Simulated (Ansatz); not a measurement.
Cu2H2⁺. The state is a doublet with charge 1. Geometry PBE0-D4/def2-TZVP, that of the neutral singlet; atoms count from 1.

```csv
atom,x (Å),y (Å),z (Å)
Cu1,0.2747,-0.2824,-0.4819
Cu2,-0.8059,0.7191,1.4003
H3,0.5309,-1.6665,-1.0660
H4,0.0003,1.2298,0.1476
```

The structure comes from a short search, and lower isomers may exist.

(1) Estimate the Mulliken populations from the PBE0/def2-TZVP orbitals of Ansatz.

(2) Where does the spin sit?

(3) And the Mayer bond orders between heavy atoms (over 0.3)?

Answers

(1) 
```
atom  charge (e)  spin (α − β)  d electrons
 Cu1        0.02          0.61         9.72
 Cu2        0.48          0.01         9.87
  H3        0.27          0.37            –
  H4        0.23          0.01            –
```
Mulliken values depend strongly on the basis.

(2) Summed by element: Cu 0.62, H 0.38, of 1 unpaired in all. Largest on single atoms: Cu1 0.61, H3 0.37, Cu2 0.01.

(3) Cu1–Cu2 0.57 (2.39 Å).
